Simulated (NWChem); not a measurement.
System: CHCl₂ cation

The following NWChem deck was run.

```
start job
memory heap 200 mb stack 900 mb global 1100 mb
charge 1
geometry units angstroms noautoz
  Cl     1.447254     0.000000    -0.156525
  C      0.000000     0.000000     0.608428
  Cl    -1.447254     0.000000    -0.156525
  H      0.000000     0.000000     1.701032
end
basis spherical
  * library def2-tzvp
end
dft
  xc slater pw91lda
  iterations 150
  mulliken
end
task dft energy
```

All runs use the structure optimised with B3LYP/6-31G* (spherical d).

Q: What results follow from this input? (LDA (Slater exchange, PW92)/def2-TZVP.) Quantities: energy (Ha); highest occupied level (eV); orbital gap (eV).

A: 
- energy (Ha): -955.46
- highest occupied level (eV): -15.04
- orbital gap (eV): 3.44
